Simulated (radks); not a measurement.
Results of a calculation; reference values are marked as such.
Ionisation of neutral sulfur, [Ne] 3s2 3p4, to [Ne] 3s2 3p3 as the strength of local exchange is varied. Code: a radial shooting solver on a logarithmic mesh with Libxc functionals. Model: Dirac Kohn-Sham, Slater X-alpha exchange (alpha = 2/3 is LDA exchange), no correlation, spin-unpolarised, spherical densities, finite nucleus; open shells fill j = l - 1/2 first; Fermi nuclear charge, rms radius 3.2611 fm.

| alpha | E(S) (hartree) | exchange (hartree) | IE (eV) | -e of the level emptied (eV) | <r> of it (bohr) |
|---|---|---|---|---|---|
| 0.654 | -396.16893 | -22.49411 | 10.436 | 5.786 (3p3/2) | 2.116 |
| 0.667 | -396.61628 | -22.96346 | 10.579 | 5.909 (3p3/2) | 2.108 |
| 0.692 | -397.47778 | -23.86848 | 10.855 | 6.149 (3p3/2) | 2.092 |
| 0.835 | -402.43630 | -29.10615 | 12.496 | 7.593 (3p3/2) | 2.009 |
| 0.843 | -402.71524 | -29.40223 | 12.591 | 7.677 (3p3/2) | 2.005 |
| 0.982 | -407.58793 | -34.59828 | 14.292 | 9.200 (3p3/2) | 1.933 |
| 1.008 | -408.50484 | -35.58104 | 14.621 | 9.497 (3p3/2) | 1.921 |
| ? | -402.95945 | -29.66156 | 12.675 | 7.751 (3p3/2) | 2.001 |

Which alpha was used in the last row?

Answer. alpha = 0.85. NIST Atomic Spectra Database: 10.360 eV (measured). The central value is not met in this range of alpha. Spin polarisation and multiplet splitting are left out, so open shells lie too high by an amount that depends on their filling.

Beside tabulated values, note that spin-unpolarised runs miss the spin-polarisation part of the exchange energy of open shells.
